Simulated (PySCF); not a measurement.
Computed Raman spectrum (relative Raman activity) of a molecule CH₇NOSi. The structure is a stationary point at B3LYP-D3(BJ)/def2-SVP. The values are those of a single conformer. Method: PySCF with B3LYP-D3(BJ)/def2-SVP. Frequencies are harmonic and unscaled.

Lines under 2 % of the strongest are left out, and lines within 2 cm⁻¹ are merged.

ν (cm⁻¹): 306 (vw), 747 (w), 789 (w), 869 (w), 903 (vw), 953 (w), 963 (w), 1146 (vw), 1475 (m), 1480 (w), 1548 (w), 2211 (m), 2217 (vs), 2973 (vs), 3032 (s), 3092 (s), 3568 (vs), 3658 (s) (against the strongest line: vs over 80 %, s over 45 %, m over 15 %, w over 4 %, vw less)

**Question.** Pick the molecule that these values belong to.
(A) NC[SiH2]O
(B) CO[SiH2]N
(C) C[Si@H](N)O
(D) CN[SiH2]O

**Answer.** B, CO[SiH2]N
